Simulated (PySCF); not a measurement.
**Al⁺ (aluminium, charge +1) across methods**

[Ne] 3s2, closed-shell 1S. Computed with PySCF 2.14 in aug-cc-pVTZ-DK (6s5p3d2f, 50 functions), with scalar relativity by spin-free X2C-1e.

```
method  E (hartree)  mean ε 2s (eV)  mean ε 2p (eV)  mean ε 3s (eV)  Σ⟨r²⟩ (bohr²)   ⟨S²⟩
 B3LYP    -242.6094         -121.87         -81.977         -15.632          16.79  0.000
   LDA    -241.5232         -115.85         -78.128         -14.906          16.74  0.000
M06-2X    -242.5794         -128.63         -87.206         -16.863          16.69  0.000
revPBE    -242.5356         -116.61         -77.983         -14.756          16.87  0.000
  PBE0    -242.4687         -123.30         -82.751         -15.756          16.85  0.000
   UHF   -242.10916         -142.46         -95.804         -17.780          17.24  0.000
   PBE    -242.4483         -116.51         -78.026         -14.799          16.81  0.000
r2SCAN    -242.5470         -120.09         -79.812         -14.951          16.94  0.000
```

**Question.** Estimate the same row for CAM-B3LYP.

**Answer.** E (hartree) = -242.5908; mean ε 2s (eV) = -123.88; mean ε 2p (eV) = -83.980; mean ε 3s (eV) = -17.097; Σ⟨r²⟩ (bohr²) = 16.81; ⟨S²⟩ = 0.000.
